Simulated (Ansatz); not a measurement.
The same ligand exchange along the group O, S, Se.

Gas-phase electronic energies from Ansatz, PBE0-D4/def2-TZVP geometries. CCSD(T)/CBS adds triple-zeta CCSD(T) − MP2 to the extrapolated MP2 energy (def2 sets, frozen cores). Functionals use def2-TZVPP. For Ge, Se outer-core shells are correlated without core-valence functions, which leaves a few kJ/mol of doubt a bond. Scalar relativity is left out up to krypton. Each species was taken in one conformer, which may not be the lowest.

```json
{"reaction": "`[AlH2][O][SiH3]` + `N[SiH2][GeH3]` → `[AlH2][NH][SiH2][GeH3]` + `O[SiH3]`", "ωB97M-V (kJ/mol)": "55", "CCSD(T)/def2-SVP (kJ/mol)": "54"}
{"reaction": "`[AlH2][S][SiH3]` + `N[SiH2][GeH3]` → `[AlH2][NH][SiH2][GeH3]` + `[SiH3]S`", "ωB97M-V (kJ/mol)": "17", "CCSD(T)/def2-SVP (kJ/mol)": "8"}
{"reaction": "`[AlH2][Se][SiH3]` + `N[SiH2][GeH3]` → `[AlH2][NH][SiH2][GeH3]` + `[SiH3][SeH]`", "ωB97M-V (kJ/mol)": "23", "CCSD(T)/def2-SVP (kJ/mol)": "13"}
```

Give the CCSD(T)/CBS values in the same order. (An estimate is asked.)

Ansatz gave: 53, 17, 24 kJ/mol.

Largest T1 diagnostic: 0.012, for `[AlH2][NH][SiH2][GeH3]`.
